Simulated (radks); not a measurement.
Q: These are the eigenvalues of the occupied orbitals of an atom or ion with whole-number occupations (eV). All-electron calculation, scalar-relativistic Kohn-Sham, SOGGA, spin-polarised, spherical densities, finite nucleus; Fermi nuclear charge, rms radius of each element as measured or else 0.836 A^(1/3) + 0.57 fm. Program: a radial shooting solver on a logarithmic mesh with Libxc functionals.

orbital  eigenvalue
1s up     -4921.077
1s down   -4920.679
2s up     -593.6547
2s down   -592.8365
2p up     -501.5062
2p down   -500.6554
3s up     -115.7817
3s down   -112.8618
3p up      -91.3031
3p down    -88.4638
3d up      -53.9803

Which element is it, and in what charge state? The configuration may be excited. Open shells, if any, are filled with parallel spins first.

A: Z = 22, titanium, charge +4: Ti4+ in [Ne] 3s2 3p5 3d1. The list shows which subshells hold electrons but not how many an open one holds; the 1s level, -180.85 hartree, gives Z - s = 19.0 by -(Z - s)^2/2, which with screening and relativity narrows Z to a few neighbours, and the depths of the outer levels then fix element, charge and occupations together.
